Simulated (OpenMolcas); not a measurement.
## Which level was it?

The species is SiH2ClOF (6 atoms), meant as a singlet with charge 0. As SMILES, `O[SiH](F)Cl`. Geometry: relaxed at GFN2-xTB. This is one conformer, not always the lowest.

```xyz
6

O    -0.9058    0.3025   -0.8377
Si    0.3892    0.0523    0.0780
F     0.1122    0.7042    1.5214
Cl    0.7514   -1.8852    0.4096
H    -1.7972    0.0423   -0.6146
H     1.4501    0.7839   -0.5567
```

Orbital energies are those of the mean-field step.

A calculation with OpenMolcas 26.06 gave:

- total energy: -926.1741 Eh
- dipole moment: 1.12 D
- HOMO energy: -9.38 eV
- LUMO energy: -0.58 eV
- HOMO–LUMO gap: 8.80 eV
- largest force: 1.985 eV/Å

**Question.** Which of these levels gave the numbers?
A. HF/STO-3G
B. M06-2X/def2-SVPD
C. MP2/LANL2DZ (core potential)
D. B3LYP/aug-cc-pVDZ

**Answer.** D. The others give -925.6815 Eh (M06-2X/def2-SVPD), -194.3294 Eh (MP2/LANL2DZ (core potential)), -913.3119 Eh (HF/STO-3G).
